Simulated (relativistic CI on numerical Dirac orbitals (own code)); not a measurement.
**Pd30+: q coefficients and field-shift factors**

Computed by Dirac-Coulomb-Breit CI, KLI orbitals optimised for each configuration, derivatives by finite differences, unscaled Slater integrals, QED left out (own radial code, finite nucleus).

Configuration list (outside the closed core [Ne]): 3s²3p⁴, 3s3p⁵, 3s²3p³3d, 3p⁶, 3s3p⁴3d, 3p⁵3d, 3p⁴3d², 3p³3d³. Double excitations out of closed p, d and f shells are left out; levels of such configurations are missing from the list, as are those of other unlisted configurations, and high levels can miss mixing partners.

With x = (α/α₀)² − 1 an excitation energy changes as ω = ω₀ + qx; K = 2q/ω₀ is the relative enhancement. Terms are leading LS components, so labels can repeat. The field-shift factor is F = δν/δ⟨r²⟩ for the transition from the lowest level.

Lowest level 3s²3p⁴ ³P2.

```csv
Level,ω₀ (cm⁻¹),q (cm⁻¹),F (GHz/fm²)
3s²3p⁴ ¹S0,89944,14660,-1.35
3s²3p⁴ ³P1,276795,314800,-6.46
3s²3p⁴ ¹D2,327007,310900,-6.36
3s²3p⁴ ³P0,647154,617900,-16.1
3s3p⁵ ³P°2,954994,280400,-225
3s²3p³3d ⁵D°1,995375,161000,-107
3s²3p³3d ³F°2,1022337,54250,-14.7
3s²3p³3d ⁵D°3,1036982,51030,3.37
3s²3p³3d ⁵D°0,1037907,62540,-0.369
3s²3p³3d ⁵D°4,1090684,108100,3.59
3s²3p³3d ⁵D°1,1119399,273900,-133
3s²3p³3d ⁵D°2,1150751,196500,-38
3s²3p³3d ³G°3,1198066,132100,2.77
3s3p⁵ ³P°0,1235620,521800,-197
3s²3p³3d ³D°1,1243279,198900,-12
3s²3p³3d ³D°1,1263764,408100,-94.8
3s²3p³3d ³F°2,1271591,317900,-2.5
3s²3p³3d ¹S°0,1294083,393600,-42.2
3s²3p³3d ³F°3,1296641,332200,-0.932
3s²3p³3d ³D°3,1330506,385100,-0.696
3s²3p³3d ³D°1,1334701,378700,-74.3
3s²3p³3d ³G°4,1335953,359900,-0.813
3s²3p³3d ¹G°4,1356453,343900,-0.454
```

At this charge energies of transitions that change n are usually good to better than 1 %, and those within a shell (Δn = 0) to a few per cent.

(1) Which transition from the lowest level has the largest |K|?

Results:

(1) 3s²3p⁴ ³P1 at 276795 cm⁻¹, K = 2.27.
